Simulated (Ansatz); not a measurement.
Compare A (`[SiH3]CC[SeH]`) with its isomer B (`C[SiH2][Se]C`).

Computed with Ansatz on PBE0-D4/def2-TZVP structures; ΔE is electronic, products minus reactants. CCSD(T)/CBS adds triple-zeta CCSD(T) − MP2 to the extrapolated MP2 energy (def2 sets, frozen cores). DFT in def2-TZVPP. B3LYP here is the variant with VWN-RPA as its local correlation; programs differ in this. For Se outer-core shells are correlated without core-valence functions, which leaves a few kJ/mol of doubt a bond. Scalar relativity is left out up to krypton. One conformer a species, not always the lowest.

**Question.** Which is lower in electronic energy at CCSD(T)/CBS, and by how much? (Best estimate.)

**Answer.** The calculation gave: B, by 112.2 kJ/mol.

**Question.** Give E(B) − E(A) in kJ/mol with CCSD(T)/def2-TZVPP, HF/def2-TZVPP, B3LYP-D4, CCSD/def2-TZVPP, B2PLYP, MP2/def2-TZVPP, ωB97M-V. (Estimate.)

**Answer.** Computed: CCSD(T)/def2-TZVPP -107.0, HF/def2-TZVPP -110.6, B3LYP-D4 -111.4, CCSD/def2-TZVPP -106.8, B2PLYP -111.2, MP2/def2-TZVPP -112.6, ωB97M-V -111.7. None reverses the order clearly.

Largest T1 diagnostic: 0.010.
